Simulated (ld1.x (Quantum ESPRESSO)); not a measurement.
# Configuration tests for silver (Ag) (TM)

silver, norm-conserving Troullier–Martins (Kleinman–Bylander form), made with ld1.x (Quantum ESPRESSO) 7.5 (PBE, scalar-relativistic). Core [Kr], reference 4d10 5s0.5 5p0 (charge +0.5). Waves: 5p (bound, empty): rc 3.25 bohr; 4d (bound): rc 1.80 bohr; 5s (bound): rc 1.85 bohr. Local part: the s channel. Core correction: none.

Energies are relative to the spin-unpolarised reference configuration 4d10 5s0.5 5p0; without spin polarisation the order of configurations can differ from experiment.

```tsv
valence configuration	charge	ΔE all-electron (eV)	error AE − PS (meV)
4d10 5s1 5p0	0	-3.017	+2.8
4d10 5s0 5p0	+1	4.741	+3.0
4d9 5s0 5p0	+2	26.854	-86
4d10 5s0 5p1	0	0.849	+0.8
4d9 5s1 5p0	+1	10.135	-102
4d9 5s1 5p1	0	5.556	-127
```

(1) What are ΔE and the potential's error for 4d9 5s2 5p0?

## Answers

(1) ΔE = 1.060 eV all-electron; the error (AE − PS) is -109 meV.
